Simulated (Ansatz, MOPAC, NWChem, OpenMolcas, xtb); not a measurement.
How methods differ on AlBH2OF2 (SMILES O[B](F)[AlH][F])

The runs start from one conformer, not always the lowest.

AlBH2OF2, singlet, SMILES `O[B](F)[AlH][F]`. Each level relaxes the structure for itself.

Each level gives the highest harmonic wavenumber at each level's own minimum (cm⁻¹). The values are calculated.

```csv
level,kind,program,value (cm⁻¹)
MNDO,semi-empirical,MOPAC,4038
PM3,semi-empirical,MOPAC,3917
MNDOD,semi-empirical,MOPAC,4014
GFN1-xTB,semi-empirical,xtb,3663
HF/3-21G,Hartree–Fock,OpenMolcas,3954
HF/6-31G* (Cartesian functions),Hartree–Fock,OpenMolcas,4141
PBE-D3(BJ)/def2-SVP,GGA,NWChem,3735
B3LYP/6-31G* (spherical functions),global hybrid,NWChem,3788
PBE0-D4/def2-TZVP,global hybrid,Ansatz,3890
```

Harmonic and unscaled. The values span 3663 to 4141 cm⁻¹.
